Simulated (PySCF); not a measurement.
A geometry optimisation on `CC1CCCCCC1` (methylcycloheptane).

Computed with PBE0-D3(BJ)/def2-SVP geometry optimisation, gas phase (PySCF 2.14.0). Start geometry: GFN2-xTB. A driver script takes a list of jobs; this job's settings line and coordinates (Å) are shown.

Input:
```
{"job": {"xc": "PBE0", "basis": "def2-SVP", "d3": "d3bj", "grid": 2, "kind": "geom"}, "charge": 0, "multiplicity": 1}
C     -2.489663     0.465743     0.470731
C     -1.327933     0.110129    -0.457846
C     -0.704933    -1.215464    -0.004187
C      0.653660    -1.542692    -0.627875
C      1.828491    -1.008308     0.189909
C      1.998878     0.507443     0.139958
C      0.752973     1.298382     0.537485
C     -0.329339     1.274465    -0.543752
H     -2.124036     0.697012     1.469060
H     -3.188071    -0.365415     0.545056
H     -3.030184     1.332102     0.094836
H     -1.738973    -0.036882    -1.463992
H     -1.413039    -2.010863    -0.250146
H     -0.600150    -1.213284     1.082667
H      0.755903    -2.629557    -0.684077
H      0.702252    -1.159782    -1.648350
H      2.750939    -1.466202    -0.177729
H      1.701791    -1.321895     1.229440
H      2.293245     0.803774    -0.870345
H      2.820376     0.778227     0.808915
H      1.054355     2.336381     0.700831
H      0.359183     0.924621     1.483142
H     -0.901607     2.204178    -0.498429
H      0.164150     1.257652    -1.517746
```

Output:
```
step   0  E = -313.90658865  max force = 0.014123
step   1  E = -313.90893547  max force = 0.002211
step   2  E = -313.90898196  max force = 0.000381
step   3  E = -313.90898977  max force = 0.000197
optimisation converged
```

Energies in Eh; «max force» is the largest Cartesian gradient component in Eh/bohr.

Q: How much energy does the optimisation release, in eV?

A: E(step 0) − E(last step) = 0.002401 Eh, which is 0.065 eV.

Summary of the converged run: final energy -313.90899 Eh after 3 steps; dipole 0.07 D.

On one thread of an Intel Xeon Platinum 8259CL at 2.50 GHz, shared host, this took 1.7 min of wall time and 0.91 GiB of memory at its peak.
Labels such as C1 count atoms from 1, the log's own numbers from 0.
